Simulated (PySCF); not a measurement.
Working out the ionisation energy of Fe

Fe [Ar] 3d6 4s2 (5D) → Fe⁺ [Ar] 3d6 4s1 (6D). Computed with PySCF 2.14 in cc-pVTZ-DK (7s6p4d2f1g, 68 functions), with the spin-free X2C one-electron Hamiltonian (Gaussian nucleus). Frozen: [Ar]. Energies in hartree (1 hartree = 27.21139 eV):

```json
{"part": "UHF", "Fe (lower)": "-1271.347272", "Fe⁺ (upper)": "-1271.110927"}
{"part": "MP2 opposite-spin", "Fe (lower)": "-0.094461", "Fe⁺ (upper)": "-0.058347"}
{"part": "MP2 same-spin", "Fe (lower)": "-0.087909", "Fe⁺ (upper)": "-0.086724"}
```

Task: What does Hartree-Fock give?

Result: (-1271.110927) − (-1271.347272) = 0.236345 hartree = 6.431 eV.

Task: What do MP2 and SCS-MP2 (6/5 opposite-spin, 1/3 same-spin) give?

Result: The opposite-spin parts differ by 0.983 eV and the same-spin parts by 0.032 eV. MP2: 6.431 + (0.983) + (0.032) = 7.446 eV. SCS-MP2: 6.431 + 1.2 × (0.983) + (0.032)/3 = 7.621 eV.

Measured between the centres of the two terms (NIST): 7.904 eV, so MP2 (valence) is off by -0.458 eV.

What remains against the reference includes basis incompleteness, the frozen core and correlation beyond second order.
